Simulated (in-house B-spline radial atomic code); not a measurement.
# Solving the quasi-particle equation for 4p up of the selenium ion Se⁺

Configuration [Ar] 3d10 4s2 4p3, highest spin, start HSE06; correlation leaves out the 7 deepest shells. Computed with a B-spline radial code for spherical atoms: all electrons, scalar-relativistic (spin-free one-electron X2C), finite nucleus, each spin shell either full or empty, empty states to l = 9 with an (l + 1/2)⁻⁴ tail; G0W0 by contour deformation at full frequency.

At the mean-field level ε = -17.404 eV the matrix elements are Σx = -19.931 eV, v_xc = -16.01 eV and Σc(ε) = -0.411 eV, and the slope of the correlation self-energy is dΣc/dω = -0.0488. The quasi-particle energy solves E = ε + Σx − v_xc + Σc(E).

Q: What does the linearised equation give?

A: Z = 1/(1 − dΣc/dω) = 1/1.0488 = 0.9535. The first-order shift is Σx − v_xc + Σc(ε) = -19.931 − (-16.01) + (-0.411) = -4.332 eV, so E ≈ ε + Z × shift = -17.404 + 0.9535 × (-4.332) = -21.535 eV.

Q: How does that compare with the full solution and with static screening?

A: Solving the equation at full frequency dependence gives E = -21.508 eV, where Σc = -0.183 eV and the weight is 0.939; the linearised value is off by 27 meV. Leaving Z out would give -21.736 eV. Static COHSEX puts -1.584 eV in place of Σc and gives -22.909 eV, 1.40 eV deeper. The tabulated removal energy is 21.196 ± 0.01 eV (NIST, measured); the run leaves out spin-orbit coupling, Breit and QED terms.
